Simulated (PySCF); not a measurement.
A species of formula C2H9PSi2 has this rotational fingerprint, computed with PBE0-D3(BJ)/def2-SVP geometry optimisation, gas phase in PySCF 2.14.0:

| Quantity | Value |
| --- | --- |
| Rotational constants | A = 4886, B = 900.8, C = 779.3 MHz |
| Dipole components | \|μa\| = 0.28 D, \|μb\| = 0.53 D, \|μc\| = 0.56 D |
| Inertial defect | -15.97 u·Å² |
| κ | -0.94 |

Problem. Which candidate fits, each taken in the one conformer that was computed?
A. `[CH2:1]1[CH2:2][SiH2:3][PH:4][SiH2:5]1` with Si5–C1–C2–Si3 -51°, C1–C2–Si3–P4 41°, C2–Si3–P4–Si5 -14°, Si3–P4–Si5–C1 -9°
B. `[SiH3:1]/[CH:2]=[CH:3]/[SiH2:4][PH2:5]` with C2–C3–Si4–P5 -7°, C3–Si4–P5–H -83° and -177°

Solution. B. It is [SiH3]/C=C/[SiH2]P, a near-prolate asymmetric top. The candidates at the same level (rigid rotor, commonest isotopes):

```csv
SMILES,A (MHz),B (MHz),C (MHz),μa (D),μb (D),μc (D),Δ (u·Å²),point group,rotor
[SiH3]/C=C/[SiH2]P,4886,900.8,779.3,0.28,0.53,0.56,-15.97,–,near-prolate asymmetric top
C1C[SiH2]P[SiH2]1,2797,2565,1455,0.06,1.95,0.60,-30.42,–,asymmetric top
```

`C1C[SiH2]P[SiH2]1` has B 185 % too high. No structure here is proved a minimum.
